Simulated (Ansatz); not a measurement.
Basis sets compared for WSF₄. The state is a singlet with charge 0. Geometry r2SCAN-D4/def2-SVP. Ansatz on 4 threads of Arm Neoverse V2 on a shared host; times are rough, and most runs start from earlier orbitals.

```xyz
6

W    -0.002    0.023    0.002
S     0.154   -2.073   -0.178
F    -1.197    0.310    1.399
F    -1.401    0.512   -1.122
F     1.121    0.715   -1.310
F     1.325    0.513    1.210
```

In the def2 sets W takes a core potential; there is no spin–orbit coupling.

```csv
level,functions,energy (Eh),HOMO (eV),LUMO (eV),wall time
PBE-D4/def2-SVP,106,-864.0008,-8.10,-4.61,0.8 s
PBE0-D4/def2-SVP,106,-863.9387,-9.55,-4.00,1.1 s
```

Problem. Estimate the rows for PBE-D4/def2-TZVP, PBE0-D4/def2-TZVP (with forces).

Solution. 
```tsv
level	functions	energy (Eh)	HOMO (eV)	LUMO (eV)	wall time
PBE-D4/def2-TZVP	201	-864.6462	-8.12	-4.60	1.4 s
PBE0-D4/def2-TZVP (with forces)	201	-864.5878	-9.49	-3.87	3 s
```
